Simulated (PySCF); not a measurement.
Ge(F)(Cl)(OH)2 (ClFGeH2O2), SMILES [Cl][Ge]([F])([OH])[OH]. Atoms are numbered in the order given.

```xyz
7

O     -0.4353     1.7782     0.4027
Ge    -0.2003     0.0558     0.1492
O     -1.6852    -0.6244    -0.4738
F      0.2080    -0.6437     1.6823
Cl     1.3936    -0.4255    -1.1850
H      0.2756     2.1915     0.9131
H     -2.4658    -0.1790    -0.1128
```

Geometry optimised at B3LYP-D3(BJ)/def2-SVP. The structure was generated by enumeration, and PubChem lists no compound with its InChIKey, so it may never have been made. Other conformers were not sampled.

Two levels are set side by side: PBE/pcSseg-1 (PySCF) and PBE0/pcSseg-1 (PySCF). GIAO shifts against CFCl3 (¹⁹F), GeH4 (⁷³Ge), H2O (¹⁷O), HCl (³⁵Cl), TMS (¹H) at the same level; non-relativistic, no solvent, atoms listed together averaged. Without spin–orbit terms, shifts of atoms bonded to Cl or Br come out too high at both levels. Differences are taken from unrounded values.

```
quantity                 PBE0     PBE  PBE minus PBE0
---------------------  ------  ------  --------------
δ(⁷³Ge) of Ge2 (ppm)    337.7   363.8            26.1
δ(¹⁹F) of F4 (ppm)     -123.1  -122.8             0.3
δ(³⁵Cl) of Cl5 (ppm)     61.3    94.2            32.9
δ(¹H) of H6, H7 (ppm)    2.65    2.65            0.01
```

Rough cost on one machine, each run with all the roots and properties that it gave: PBE0 against PBE within a factor of 2.
